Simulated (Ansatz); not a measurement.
Ansatz (a first-principles code) input:

Ansatz 0.2 input:
```yaml
crystal:
  periodic: [false, false, false]
  atoms:
    - {symbol: La, position_ang: [0.23714265, 0.15670116, 0.03991453]}
    - {symbol: F, position_ang: [-1.29457714, 0.64011785, -1.35774548]}
    - {symbol: F, position_ang: [-0.20732629, -1.63255851, 1.10495345]}
basis:
  gaussian:
    orbitals: def2-TZVPP
hamiltonian:
  xc: pbe
magnetization: {spin_polarized: true, initial_magnetization: 1}
correlation: {method: rpa, electrons: outside_noble_gas}
```

Predict the final energy.

-231.07086 Eh (RPA@PBE/def2-TZVPP). The basis has 118 functions.

The spin state was set by rule; other spins were not relaxed.
